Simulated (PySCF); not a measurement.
From results back to the method.

C2H6OS2Si.
Numbering: `[CH2:1]1[O:2][SiH2:3][S:4][CH2:5][S:6]1` (hydrogens: H7, H8 on C1; H9, H10 on Si3; H11, H12 on C5)

The closed-shell ground state was solved 7 times with PySCF (density fitting, gas phase), always in the pcSseg-1 basis (153 functions), with these functionals: B3LYP, CAM-B3LYP, HF, LC-wPBE, PBE, PBE0 and wB97X-D. Geometry: PBE0-D3(BJ)/def2-SVP, one conformer, isolated molecule.

```json
{"row": "P", "total energy (Eh)": "-1238.0338", "HOMO (eV)": "-9.72", "LUMO (eV)": "3.25", "dipole (D)": "2.32"}
{"row": "Q", "total energy (Eh)": "-1240.9649", "HOMO (eV)": "-6.67", "LUMO (eV)": "-0.46", "dipole (D)": "2.01"}
{"row": "R", "total energy (Eh)": "-1240.2382", "HOMO (eV)": "-5.71", "LUMO (eV)": "-1.21", "dipole (D)": "1.96"}
{"row": "S", "total energy (Eh)": "-1240.3313", "HOMO (eV)": "-6.94", "LUMO (eV)": "-0.28", "dipole (D)": "2.10"}
{"row": "T", "total energy (Eh)": "-1240.8446", "HOMO (eV)": "-8.81", "LUMO (eV)": "1.50", "dipole (D)": "2.18"}
{"row": "U", "total energy (Eh)": "-1240.8659", "HOMO (eV)": "-8.23", "LUMO (eV)": "0.87", "dipole (D)": "2.09"}
{"row": "V", "total energy (Eh)": "-1240.4946", "HOMO (eV)": "-9.66", "LUMO (eV)": "2.03", "dipole (D)": "2.23"}
```

Problem. Which functional belongs to which row?

Solution. P = HF, Q = B3LYP, R = PBE, S = PBE0, T = wB97X-D, U = CAM-B3LYP, V = LC-wPBE. By rising HOMO–LUMO gap: PBE (GGA) 4.50 eV; B3LYP (global hybrid, 20 % exact exchange) 6.21 eV; PBE0 (global hybrid, 25 % exact exchange) 6.66 eV; CAM-B3LYP (range-separated hybrid) 9.10 eV; wB97X-D (range-separated hybrid) 10.31 eV; LC-wPBE (range-separated hybrid) 11.69 eV; HF (all exact exchange) 12.97 eV. Total energies of different functionals aren't bounds to one another; each is stationary for its own functional.

wB97X-D is run here without its empirical dispersion term; that term would change no orbital, density or response property at a fixed geometry.
